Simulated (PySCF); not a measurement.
C₃H₄O₂Si, SMILES O=C1C=C[SiH2]O1. Coordinates come from a PBE0-D3(BJ)/def2-SVP optimisation. The structure was generated by enumeration, and PubChem lists no compound with its InChIKey, so it may never have been made.

The numbers are results of PBE0-D3(BJ)/def2-SVP run with PySCF 2.14.0, not measurements.

Harmonic wavenumbers (cm⁻¹): 153, 267, 468, 512, 566, 611, 672, 710, 739, 791, 849, 882, 963, 975, 1016, 1064, 1239, 1321, 1648, 1916, 2272, 2274, 3217, 3241. Rotational constants (GHz): 6.267, 2.768, 1.965; symmetry number 1.

Question: Work out the zero-point energy and the ideal-gas rigid-rotor harmonic-oscillator thermochemistry at 298.15 K and 1 atm.

Answer: ZPE = ½ Σ hcν = ½ × 28366 cm⁻¹ = 169.66 kJ/mol. H − E(el) = 186.43 kJ/mol. Entropy in J/(mol K): translation 166.20, rotation 111.49, vibration 35.32, total 313.01. G − E(el) = 93.11 kJ/mol. Cp = 93.46 J/(mol K).
